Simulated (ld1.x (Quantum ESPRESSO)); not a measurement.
**Reading a pseudo-wave (fluorine (F))**

Columns: radius, all-electron u(r) and pseudo u(r) of the 2p shell (level -11.11 eV) of fluorine in the configuration [He] 2s2 2p5; PBE, scalar-relativistic, TM scheme, ld1.x (Quantum ESPRESSO) 7.5.

```csv
r (bohr),all-electron,pseudo
0.087,0.1108,0.0364
0.174,0.3125,0.1397
0.261,0.5078,0.2935
0.348,0.6650,0.4737
0.435,0.7788,0.6527
0.522,0.8527,0.8054
0.609,0.8926,0.9144
0.696,0.9059,0.9731
0.783,0.8995,0.9852
0.870,0.8790,0.9614
0.957,0.8490,0.9149
1.044,0.8128,0.8578
1.131,0.7730,0.7991
1.218,0.7313,0.7438
1.305,0.6891,0.6937
1.392,0.6473,0.6484
1.479,0.6065,0.6066
1.566,0.5671,0.5671
1.653,0.5294,0.5294
1.740,0.4936,0.4936
1.827,0.4596,0.4596
1.914,0.4277,0.4277
2.001,0.3977,0.3977
2.088,0.3696,0.3696
2.175,0.3433,0.3433
2.262,0.3187,0.3187
```

**Question.** How many radial nodes do the two functions have?

**Answer.** The all-electron 2p function has n − l − 1 = 0; the pseudo-wave has 0.

**Question.** At about which radius was the pseudo-wave matched?

**Answer.** 1.60 bohr. The columns agree to 0.0005 from 1.48 bohr on; several derivatives are matched, so the curves merge somewhat inside the radius.

**Question.** Is the pseudo-wave norm-conserving?

**Answer.** Yes: the TM scheme keeps the norm inside the radius equal to the all-electron one, which fixes the energy derivative of the logarithmic derivative at the level.
